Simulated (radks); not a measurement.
Results of a calculation; reference values are marked as such.
Trend from Lu to Hg: ionisation energy by Delta-SCF between NIST ground configurations, and size. Code: a radial shooting solver on a logarithmic mesh with Libxc functionals. Model: scalar-relativistic Kohn-Sham, PBE, spin-unpolarised, spherical densities, point nucleus.

Lu: configuration [Xe] 4f14 5d1 6s2; configuration of the ion [Xe] 4f14 6s2; IE (eV) 5.256; NIST (eV) 5.426; kind exp.; outermost 6s; <r> outermost (bohr) 3.64; r at 0.001 e/bohr^3 (bohr) 5.06
Hf: configuration [Xe] 4f14 5d2 6s2; configuration of the ion [Xe] 4f14 5d1 6s2; IE (eV) 6.499; NIST (eV) 6.825; kind exp.; outermost 6s; <r> outermost (bohr) 3.45; r at 0.001 e/bohr^3 (bohr) 4.99
Ta: configuration [Xe] 4f14 5d3 6s2; configuration of the ion [Xe] 4f14 5d3 6s1; IE (eV) 8.468; NIST (eV) 7.550; kind exp.; outermost 6s; <r> outermost (bohr) 3.30; r at 0.001 e/bohr^3 (bohr) 4.89
W: configuration [Xe] 4f14 5d4 6s2; configuration of the ion [Xe] 4f14 5d4 6s1; IE (eV) 8.883; NIST (eV) 7.864; kind exp.; outermost 6s; <r> outermost (bohr) 3.18; r at 0.001 e/bohr^3 (bohr) 4.79
Re: configuration [Xe] 4f14 5d5 6s2; configuration of the ion [Xe] 4f14 5d5 6s1; IE (eV) 9.248; NIST (eV) 7.834; kind exp.; outermost 6s; <r> outermost (bohr) 3.07; r at 0.001 e/bohr^3 (bohr) 4.69
Os: configuration [Xe] 4f14 5d6 6s2; configuration of the ion [Xe] 4f14 5d6 6s1; IE (eV) 9.577; NIST (eV) 8.438; kind exp.; outermost 6s; <r> outermost (bohr) 2.98; r at 0.001 e/bohr^3 (bohr) 4.61
Ir: configuration [Xe] 4f14 5d7 6s2; configuration of the ion [Xe] 4f14 5d7 6s1; IE (eV) 9.880; NIST (eV) 8.967; kind exp.; outermost 6s; <r> outermost (bohr) 2.90; r at 0.001 e/bohr^3 (bohr) 4.52
Pt: configuration [Xe] 4f14 5d9 6s1; configuration of the ion [Xe] 4f14 5d9; IE (eV) 9.194; NIST (eV) 8.959; kind exp.; outermost 6s; <r> outermost (bohr) 2.93; r at 0.001 e/bohr^3 (bohr) 4.36
Au: configuration [Xe] 4f14 5d10 6s1; configuration of the ion [Xe] 4f14 5d10; IE (eV) 9.409; NIST (eV) 9.226; kind exp.; outermost 6s; <r> outermost (bohr) 2.87; r at 0.001 e/bohr^3 (bohr) 4.28
Hg: configuration [Hg]; configuration of the ion [Xe] 4f14 5d10 6s1; IE (eV) 10.688; NIST (eV) 10.438; kind exp.; outermost 6s; <r> outermost (bohr) 2.70; r at 0.001 e/bohr^3 (bohr) 4.31

Reference values: NIST Atomic Spectra Database (exp. = measured, semi-emp. = semi-empirical, theory = theoretical value adopted there). Spin polarisation and multiplet splitting are left out, so open shells lie too high by an amount that depends on their filling. Spin-orbit splitting is averaged out at the scalar-relativistic level.

Beside tabulated values, note that spin-unpolarised runs miss the spin-polarisation part of the exchange energy of open shells.
